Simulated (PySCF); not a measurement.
# Where the electron goes

Compound: C8H7FSi.
Z-matrix (Å and degrees, PBE0-D3(BJ)/def2-SVP geometry), rows numbered from 1:
```
F 
C   1  1.3303
C   2  1.3456  1  123.09
C   3  1.4717  2  115.62  1  -179.71
C   4  1.3957  3  124.33  2   179.80
C   5  1.3965  4  119.73  3  -179.71
C   6  1.3929  5  120.65  4    -0.03
C   7  1.3993  6  119.90  5    -0.08
C   8  1.3903  7  120.19  6     0.08
Si  9  1.8755  4  107.70  3    -0.21
H   3  1.0940  2  123.00  1     0.15
H   5  1.0931  4  120.07  3     0.21
H   6  1.0928  5  119.57  4   179.93
H   7  1.0924  6  120.08  5   179.92
H   8  1.0936  7  119.41  6  -179.96
H  10  1.4924  2  113.21  1    61.96
H  10  1.4925  2  113.05  1   -62.79
```

Computed with PySCF 2.14.0, density-fitted response routines, TDDFT CAM-B3LYP/def2-SVPD, vertical, gas phase, core orbitals frozen in the response.

Kohn–Sham orbitals with the atoms that hold most of them (Löwdin shares over 4%, at most four atoms; ? is withheld):

```json
{"orbital": "HOMO-3", "ε (eV)": "-10.21", "atoms": "C9 22%, Si10 18%, C2 11%, F1 9%"}
{"orbital": "HOMO-2", "ε (eV)": "-10.11", "atoms": "C3 21%, C7 14%, C4 12%, C2 12%"}
{"orbital": "HOMO-1", "ε (eV)": "-8.75", "atoms": "C5 20%, C8 20%, C9 20%, C6 19%"}
{"orbital": "HOMO", "ε (eV)": "?", "atoms": "?"}
{"orbital": "LUMO", "ε (eV)": "-0.45", "atoms": "?"}
{"orbital": "LUMO+1", "ε (eV)": "0.49", "atoms": "C8 21%, C5 20%, C6 11%, C7 10%"}
{"orbital": "LUMO+2", "ε (eV)": "1.04", "atoms": "Si10 29%, H15 10%, H17 10%, H16 10%"}
```

(1) Give the leading atoms of the LUMO.

(2) Give the leading atoms of the HOMO.

(3) What is the HOMO energy, and the HOMO–LUMO gap?

Results:

(1) C2 (bonded to C, F and Si) 15%; C3 (bonded to 2 C and H) 13%; C4 (bonded to 3 C) 12%; C9 (bonded to 2 C and Si) 12%.

(2) C2 (bonded to C, F and Si) 17%; C3 (bonded to 2 C and H) 15%; C7 (bonded to 2 C and H) 14%; C4 (bonded to 3 C) 14%.

(3) ε(HOMO) = -7.72 eV; the gap is 7.27 eV (0.2671 hartree).

Q: The HOMO–LUMO gap is 7.27 eV. Where does the response calculation put the lowest singlet, and from which orbitals?

A: S1 is at 4.32 eV (f = 0.068), 2.95 eV below the gap, made of HOMO→LUMO (93%). 

Q: Give energy, strength and leading configuration of S1 and S6, and follow the Löwdin shares of the leading atoms from the occupied to the empty orbital.

A: 
- S1 (4.32 eV, f 0.068), HOMO→LUMO (93%): C2 17% → 15%, C3 15% → 13%
- S6 (6.33 eV, f 0.108), HOMO-1→LUMO+1 (71%): C5 20% → 20%, C8 20% → 21%

Löwdin shares depend on the basis, the more so with diffuse functions.
